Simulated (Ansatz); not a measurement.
Input file for Ansatz (an electronic-structure program): R-B3LYP/def2-TZVPPD on CH4N2O (a complex), monomers drawn apart or pushed together. Files ending in .json are basis or fitting sets from the Basis Set Exchange.

Ansatz 0.2 input:
```yaml
crystal:
  periodic: [false, false, false]
  atoms:
    - {symbol: N, position_ang: [0.32021269, 0.45340835, -0.17874948]}
    - {symbol: N, position_ang: [-0.02607307, 0.68265078, 0.82942213]}
    - {symbol: C, position_ang: [0.22563428, -0.28897035, 4.08493115]}
    - {symbol: O, position_ang: [-1.02286993, 0.19217692, 3.61272659]}
    - {symbol: H, position_ang: [0.70955307, -0.95973267, 3.36551373]}
    - {symbol: H, position_ang: [0.02601343, -0.85217190, 4.99571255]}
    - {symbol: H, position_ang: [0.91846180, 0.52487535, 4.32766464]}
    - {symbol: H, position_ang: [-0.87224729, 0.67196026, 2.79238469]}
basis:
  gaussian:
    orbitals: def2-TZVPPD.json
hamiltonian:
  xc: {name: B3LYP}
scf: {lower_state_search: off}
```

**Question.** What total energy does the run end on?

**Answer.** -225.3541 hartree.
